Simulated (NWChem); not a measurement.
HO$_{2}$, doublet; SMILES O[O]

```xyz
3

O      0.0996     0.5969     0.0000
O     -0.0011    -0.6994     0.0000
H     -0.8148     0.9427     0.0000
```
Atoms are numbered in this order, from 1.

All runs: NWChem. Pople sets run with spherical d functions. Spin-unrestricted. In the optimisation the excess spin sits in a" (Cs, its own frame). Geometry: optimised at PBE0/def2-SVP, spin-unrestricted. No stability test was run on the SCF state. Vzz is the largest principal value of the second derivative of the potential at the nucleus (NWChem prints the opposite sign); η is the asymmetry. Non-relativistic.

| level | Vzz O1 (a.u.) | η O1 | Vzz O2 (a.u.) | η O2 |
|---|---|---|---|---|
| PBE/cc-pVTZ | 1.836 | 0.34 | -3.200 | 0.61 |
| PBE/6-31G* | (withheld) | (withheld) | (withheld) | 0.62 |
| UHF/def2-SVP | 2.334 | 0.65 | -3.439 | 0.28 |
| UHF/6-31G* | 2.269 | 0.66 | -3.388 | 0.31 |

Task: What belongs in the gaps?

Result: 
- PBE/6-31G*, Vzz O1 (a.u.): 1.680
- PBE/6-31G*, η O1: 0.44
- PBE/6-31G*, Vzz O2 (a.u.): -3.003
